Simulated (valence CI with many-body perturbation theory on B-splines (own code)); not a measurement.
**Tl⁸⁺: magnetic and hyperfine properties of the levels**

Computed by relativistic CI+MBPT: five valence electrons over a frozen Dirac-Fock core [Xe] 4f14, a basis of 7 s, 7 p, 8 d, 6 f, 4 g, 1 h functions for each j, with the one-electron correlation potential Σ1 (screened to all orders), the two-electron term Σ2, the three-electron term Σ3, Breit, model QED; selected single and double excitations, second order for the rest, scaled by the run's own slope (own B-spline code, finite nucleus).

No measured levels were compared; by estimate terms of the open shell hold to 2 to 4 % of their energy, and close levels can change places; different configurations can be misplaced against each other by 1,000 to 8,000 cm⁻¹. Core correlation moves these levels by up to 16000 cm⁻¹, and in measured spectra 5 to 20 % of such shifts remained as error; rates that hang on mixing are uncertain with them. Among the levels kept, up to 1000 cm⁻¹ of a level comes from second order outside the variational space, and about a tenth of that is noise between levels of different J, which matters for small intervals. Only levels of the ground parity were solved; by the run's estimate the other parity begins above the list, which can be wrong where configurations are misplaced.

A/g_I is the dipole constant over the nuclear g factor μ/I (μ in nuclear magnetons, uniformly magnetised nucleus), B/Q the quadrupole constant per barn. Both hold the static response of the core; the bare values leave it out. Large factors of s and p1/2 electrons are usually good to 5 to 10 %; those of open d and f shells near neutrality can be off by tens of per cent, and small factors of p3/2, d and f electrons come from cancelling terms and can be off by a factor of two or in sign, in half-filled shells by more. B is blank for J = 1/2, where it vanishes, and for nearly pure S terms. Energies count from the lowest level.

Levels are named by their leading jj configuration (3d3/2^4 stands for four electrons in 3d with j = 3/2), which in mixed levels can hold well under half, so a name can repeat and another be missing. Letters in brackets count levels of one name in rising energy.

```
                       Level  E (cm⁻¹)      g  A/g_I (MHz)  A/g_I bare  B/Q (MHz/b)  B/Q bare
   (5d3/2^4 5d5/2) J=5/2 [a]       0.0  1.804        -2330         378          714       536
   (5d3/2^4 5d5/2) J=5/2 [b]     19581  1.099         1100        1300         2430      2100
 (5d3/2^3 5d5/2^2) J=7/2 [a]     30853  1.128         1230        1660         2930      2580
 (5d3/2^3 5d5/2^2) J=3/2 [a]     32146  1.298          723        1890         2480      2180
    (5d3/2^3 5d5/2^2) J=11/2     33342  1.178         1280        2000         -238      -307
 (5d3/2^3 5d5/2^2) J=5/2 [a]     35857  1.105         1290        1630          842       785
     (5d3/2^3 5d5/2^2) J=9/2     35859  1.163         1180        1800         2510      2190
     (5d3/2^3 5d5/2^2) J=1/2     38811  1.747        -2560        -409                       
 (5d3/2^3 5d5/2^2) J=7/2 [b]     44732  1.195         1050        1770         -939      -799
 (5d3/2^3 5d5/2^2) J=5/2 [b]     47159  1.232          623        1370        -57.2     -88.3
 (5d3/2^2 5d5/2^3) J=7/2 [a]     51635  1.171         1140        1780        -2180     -1950
    (5d3/2^2 5d5/2^3) J=11/2     52496  1.040         1890        2100          146       118
 (5d3/2^3 5d5/2^2) J=3/2 [b]     54175  0.893         3350        3380        -2430     -2170
 (5d3/2^2 5d5/2^3) J=1/2 [a]     54547  0.790         4400        4280                       
 (5d3/2^2 5d5/2^3) J=9/2 [a]     55638  1.151         1230        1780         -486      -430
 (5d3/2^2 5d5/2^3) J=3/2 [a]     57702  1.118         1410        1850          347       307
    (5d3/2^2 5d5/2^3) J=13/2     58446  1.076         1810        2190        -2.86     -4.99
 (5d3/2^2 5d5/2^3) J=5/2 [a]     60503  1.009         2090        2220         -660      -531
 (5d3/2^2 5d5/2^3) J=9/2 [b]     67396  1.110         1530        1980          346       320
 (5d3/2^2 5d5/2^3) J=7/2 [b]     68958  0.999         2410        2620         -122     -61.8
 (5d3/2^2 5d5/2^3) J=5/2 [b]     69681  1.041         2000        2260          503       419
 (5d3/2^2 5d5/2^3) J=3/2 [b]     74373  0.781         3800        3360          187       193
   (5d3/2 5d5/2^4) J=5/2 [a]     75376  1.188          588        1080        -1490     -1340
 (5d3/2^2 5d5/2^3) J=7/2 [c]     76729  1.073         1950        2380          868       763
 (5d3/2^2 5d5/2^3) J=1/2 [b]     77678  1.905        -3070        -324                       
   (5d3/2 5d5/2^4) J=7/2 [a]     83423  1.194          891        1550        -4300     -3830
 (5d3/2^2 5d5/2^3) J=9/2 [c]     83514  1.099         1580        1990         1600      1530
      (5d3/2 5d5/2^4) J=11/2     86537  1.068         1800        2130         88.3       187
   (5d3/2 5d5/2^4) J=3/2 [a]     89706  0.859         2760        2330        -2460     -2190
   (5d3/2 5d5/2^4) J=5/2 [b]     95671  1.126         1420        1910         2070      1890
       (5d3/2 5d5/2^4) J=9/2     98062  1.111         1500        1930        -3980     -3560
             (5d5/2^5) J=5/2    100420  1.096         1350        1660        -1320     -1130
   (5d3/2 5d5/2^4) J=7/2 [b]    103490  0.952         2530        2500         3740      3300
 (5d3/2^2 5d5/2^3) J=3/2 [c]    105280  1.229          874        1750        -1990     -1760
       (5d3/2 5d5/2^4) J=1/2    116440  0.891          945        -130                       
 (5d3/2^2 5d5/2^3) J=5/2 [c]    127850  1.183          919        1510        -3040     -2700
   (5d3/2 5d5/2^4) J=3/2 [b]    130920  0.883         3520        3510         3870      3450
          (5d3/2^4 6s) J=1/2    227420  2.813        72600       69300                       
(5d3/2^3 5d5/2 6s) J=3/2 [a]    239060  1.812        22500       21900         1420      1240
  (5d3/2^2 5d5/2^2 6s) J=5/2    247190  1.597        14100       14100         1740      1490
```

Problem. Take the isotope of mass number 203, with I = 1/2, μ = 1.616 μN. What is the hyperfine structure of (5d3/2^3 5d5/2^2) J=5/2 [a]?

Solution. From the table A = 4160 MHz. Shifts from the centre of gravity in MHz: F = 2: -7280, F = 3: 5200.
